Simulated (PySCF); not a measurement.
# Computed records: CH$_{4}$ClNSi, CH$_{5}$BFO, CH$_{3}$ClOSi

Computed with PySCF 2.14.0. Calculation on a computer-drawn molecule: optimised geometry and harmonic frequencies of an isolated molecule of the commonest isotopes, restricted reference for singlets and unrestricted otherwise, frozen core in MP2.

Common to all runs: multiplicity 1.

(1) CH$_{4}$ClNSi

Start structure:
```xyz
8
CH4ClNSi
C     -1.0555     0.8949    -0.7775
N     -2.1474     0.0981    -0.3006
Si    -3.6796    -0.1740    -0.9322
Cl    -3.5478     0.7588    -2.7858
H     -0.0752     0.2109    -0.8468
H     -1.1934     1.2228    -1.7564
H     -0.7787     1.6607    -0.0631
H     -1.9339    -0.2281     0.6959
```

It was run with charge 0, method HF and basis cc-pV(D+d)Z.

It finds rotational constants 7.406, 3.119, 2.225 GHz; total energy -843.1409 hartree; convergence status largest gradient component 1.404e-05 hartree/bohr.

Drawn bonds:
```tsv
atom	other atom	order
1	2	1
2	3	1
3	4	1
1	5	1
1	6	1
1	7	1
2	8	1
```

Optimised structure:
```xyz
8
CH4ClNSi
C     -0.9706     0.8665    -0.7564
N     -2.1429     0.1382    -0.2923
Si    -3.6817    -0.2199    -0.9024
Cl    -3.6206     0.7378    -2.8020
H     -0.1012     0.2078    -0.8108
H     -1.1564     1.2728    -1.7457
H     -0.7352     1.6928    -0.0820
H     -2.0028    -0.2519     0.6250
```

Modes:
```tsv
frequency (cm⁻¹)	reduced mass (dalton)
116	1.035
200.6	5.174
218.5	3.836
408.4	5.63
517	11.89
642.7	1.123
769.7	5.333
1177	1.218
1221	3.865
1231	1.294
1549	1.377
1567	1.159
1600	1.043
1618	1.065
3181	1.039
3241	1.106
3326	1.099
3756	1.075
```

(2) CH$_{5}$BFO

Start structure:
```xyz
9
CH5BFO
C     -1.1328    -0.3885    -1.4205
O     -1.2411     0.4845    -2.4339
B     -0.4457     1.6555    -2.3428
F     -0.7312     2.5322    -3.4797
H     -0.0726    -0.8105    -1.4192
H     -1.3043     0.1052    -0.4410
H     -1.8263    -1.2869    -1.5332
H      0.7439     1.3639    -2.4669
H     -0.6536     2.3541    -1.2646
```

Here we set charge -1, method HF and basis aug-cc-pVDZ.

Results for CH$_{5}$BFO: rotational constants 32.1, 3.983, 3.738 GHz; total energy -239.8659 hartree; convergence status largest gradient component 2.433e-05 hartree/bohr.

Drawn bonds:
```tsv
atom	other atom	order
1	2	1
2	3	1
3	4	1
1	5	1
1	6	1
1	7	1
3	8	1
3	9	1
```

Optimised structure:
```xyz
9
CH5BFO
C     -1.1172    -0.4027    -1.4149
O     -1.2962     0.5064    -2.4244
B     -0.4254     1.7016    -2.3647
F     -0.7642     2.5233    -3.4999
H     -0.0942    -0.8113    -1.3914
H     -1.3116     0.0279    -0.4196
H     -1.8060    -1.2463    -1.5493
H      0.7840     1.3674    -2.4333
H     -0.6329     2.3433    -1.3043
```

Modes:
```tsv
frequency (cm⁻¹)	reduced mass (dalton)
94.18	2.352
184.8	1.292
291.9	3.419
446	6.479
896.7	4.249
944.4	4.74
1017	1.38
1027	1.182
1243	3.418
1259	1.349
1267	1.301
1296	1.228
1314	1.579
1571	1.173
1579	1.05
1598	1.049
2171	1.1
2260	1.039
3059	1.039
3073	1.1
3119	1.091
```

(3) CH$_{3}$ClOSi

Start structure:
```xyz
7
CH3ClOSi
C     -2.8047     0.8241    -0.2195
O     -2.8647     0.3385    -1.4956
Si    -2.7695     1.1021    -2.9088
Cl    -2.9814    -0.5618    -4.0128
H     -3.6151     0.5255     0.3857
H     -1.8831     0.3362     0.2844
H     -2.6557     1.8711    -0.1447
```

Settings of this run: charge 0, method HF and basis cc-pV(D+d)Z.

It finds rotational constants 17.3, 2.201, 1.977 GHz; total energy -862.9755 hartree; convergence status largest gradient component 2.365e-05 hartree/bohr.

Drawn bonds:
```tsv
atom	other atom	order
1	2	1
2	3	1
3	4	1
1	5	1
1	6	1
1	7	1
```

Optimised structure:
```xyz
7
CH3ClOSi
C     -2.7516     0.8122    -0.1569
O     -2.8397     0.2733    -1.4562
Si    -2.7998     1.0748    -2.8789
Cl    -2.9953    -0.5563    -4.1920
H     -3.6531     0.5522     0.3959
H     -1.8895     0.3791     0.3481
H     -2.6452     1.9003    -0.1713
```

Modes:
```tsv
frequency (cm⁻¹)	reduced mass (dalton)
113.7	1.227
147.8	3.114
172	4.786
290.1	7.046
533.6	24.89
802.5	7.835
1202	5.235
1275	1.263
1302	1.516
1595	1.137
1595	1.046
1610	1.047
3180	1.037
3265	1.1
3292	1.109
```

(4) CH$_{3}$ClOSi

Start structure:
```xyz
7
CH3ClOSi
C     -2.7516     0.8122    -0.1569
O     -2.8397     0.2733    -1.4562
Si    -2.7998     1.0748    -2.8789
Cl    -2.9953    -0.5563    -4.1920
H     -3.6531     0.5522     0.3959
H     -1.8895     0.3791     0.3481
H     -2.6452     1.9003    -0.1713
```

It was run with charge 0, method MP2 and basis cc-pV(D+d)Z.

Results for CH$_{3}$ClOSi: rotational constants 17.73, 2.185, 1.97 GHz; total energy -863.5190 hartree; convergence status largest gradient component 2.879e-05 hartree/bohr.

Drawn bonds:
```tsv
atom	other atom	order
1	2	1
2	3	1
3	4	1
1	5	1
1	6	1
1	7	1
```

Optimised structure:
```xyz
7
CH3ClOSi
C     -2.7520     0.8084    -0.1566
O     -2.8487     0.1774    -1.4387
Si    -2.7999     1.0649    -2.8505
Cl    -2.9910    -0.5025    -4.2274
H     -3.6598     0.5779     0.4220
H     -1.8765     0.4029     0.3737
H     -2.6463     1.9066    -0.2339
```

Modes:
```tsv
frequency (cm⁻¹)	reduced mass (dalton)
132.3	1.786
157.4	1.732
171.5	5.204
285.4	6.115
541.1	25.75
764.4	8.036
1101	5.326
1184	1.268
1211	1.521
1481	1.135
1493	1.045
1510	1.043
3065	1.035
3168	1.101
3197	1.108
```
